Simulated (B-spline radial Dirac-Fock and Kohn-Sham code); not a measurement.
## Two-hole binding energies of Tl⁵⁺

System: the Tl⁵⁺ ion in the configuration 1s2 2s2 2p6 3s2 3p6 3d10 4s2 4p6 4d10 4f14 5s2 5p6 5d8.

Method: multi-electron Dirac-Fock with separately optimised hole states, Breit and Lamb-shift corrections added in first order. Computed with a radial B-spline solver. U is the two-hole binding energy less the two single-hole energies, the effective repulsion of the holes after relaxation. Each two-hole energy is an average over J within one jj subconfiguration.

```tsv
holes	E(a) (eV)	E(b) (eV)	E(ab) (eV)	U (eV)
1s⁻¹ 2p3/2⁻¹	85601.0	12732.2	98714.5	381.3
1s⁻¹ 3p3/2⁻¹	85601.0	3036.8	?	?
2s⁻¹ 2p1/2⁻¹	15428.5	14774.2	30450.5	247.7
2s⁻¹ 2p3/2⁻¹	15428.5	12732.2	28387.4	226.6
2p1/2⁻¹ 2p3/2⁻¹	14774.2	12732.2	27785.6	279.2
2s⁻¹ 3p1/2⁻¹	15428.5	3495.7	19036.0	111.8
2p1/2⁻¹ 3s⁻¹	14774.2	3787.6	18668.7	106.9
2s⁻¹ 3p3/2⁻¹	15428.5	3036.8	18566.6	101.2
2p1/2⁻¹ 3p3/2⁻¹	14774.2	3036.8	17917.8	106.7
2p3/2⁻¹ 3s⁻¹	12732.2	3787.6	16623.6	103.8
2p3/2⁻¹ 3p1/2⁻¹	12732.2	3495.7	16341.8	113.9
3p3/2⁻²	3036.8	3036.8	6146.3	72.6
5p1/2⁻¹ 5p3/2⁻¹	168.2	147.4	335.6	20.0
5p3/2⁻²	147.4	147.4	314.7	19.9
```

Question: Give the missing two-hole energy and U.

Answer: E(ab) = 88760.9 eV and U = 123.0 eV.

Run: 50 s of CPU time on 1 thread of Neoverse-V1 (shared host), peak memory 0.56 GiB.
